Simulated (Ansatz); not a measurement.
Program: Ansatz. Geometries: PBE0-D4/def2-TZVP. ΔE: electronic, gas phase. CCSD(T)/CBS is the MP2 limit (def2-TZVPP, def2-QZVPP) plus CCSD(T) − MP2 in def2-TZVPP, frozen cores. This one scheme is used for every species, atoms too. DFT in def2-TZVPP. B3LYP here is the variant with VWN-RPA as its local correlation; programs differ in this. No spin–orbit coupling; open shells (•) take unrestricted orbitals. Spin–orbit coupling would lower the free atoms: a little for C, F, O, Si.

Consider the atomization: `F[C@H]1O[C@H]1[SiH3]` → 2 C• + F• + 5 H• + O• + Si•.

CCSD(T)/CBS gives +872.7 kcal/mol.

Another level gave +868.4 kcal/mol. Which?
A. ωB97X-V/def2-TZVPP
B. B3LYP-D4/def2-TZVPP
C. r2SCAN-D4/def2-TZVPP
D. MP2/def2-TZVPP

D. MP2/def2-TZVPP 868.4, r2SCAN-D4 877.5, ωB97X-V 879.2, B3LYP-D4 870.5 kcal/mol.

Largest T1 diagnostic among the species: 0.013.

The D4 term adds +6.9 kcal/mol with B3LYP and +3.6 kcal/mol with PBE0; it sums over pairs of atoms, weighted by their polarisabilities, and B3LYP, whose exchange is more repulsive, gets the larger term. From PBE to PBE0 (25 % exact exchange), in def2-TZVPP and without D4, ΔE moves by −21.3 kcal/mol: exact exchange takes away binding that semilocal exchange gives to molecules. In def2-TZVPP, CCSD(T) changes the Hartree–Fock value by +235.1 kcal/mol (the triples alone add +15.2 kcal/mol) and MP2 by +254.5 kcal/mol; breaking electron pairs costs correlation energy, which Hartree–Fock lacks.

For atomizations the MP2-based limit and the directly extrapolated one differ by several kJ/mol either way, and by 10 to 25 for some Ge, Se and Sn compounds, so smaller differences from it don't rank the levels.
